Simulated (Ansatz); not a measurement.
The molecule InNi, multiplicity 2 (lowest of 2S+1 = 2, 4 at PBE0/def2-TZVPP; our sources give no spin for the ground state, which may be another). No spin–orbit coupling. Ni is treated without relativity.

Constants: fifth-degree fit in 1/R to seven points, most abundant isotopes. Runs in def2 and cc sets follow the lowest solution found near the PBE0 minimum.

Codes used: Ansatz (a first-principles code) with Gaussian orbitals. Each number belongs to the level named beside it. In def2 rows elements past Kr take small-core potentials, without spin–orbit coupling.

Question: What bond length and harmonic frequency does B3LYP/def2-TZVPP give?

Answer: r_e = 2.587 Å, ω_e = 185 cm⁻¹.

Question: What bond length and harmonic frequency does PBE0/def2-TZVPP give?

Answer: r_e = 2.572 Å, ω_e = 189 cm⁻¹.

Question: What bond length and harmonic frequency does wB97X-V/def2-TZVPP give?

Answer: r_e = 2.570 Å, ω_e = 193 cm⁻¹.
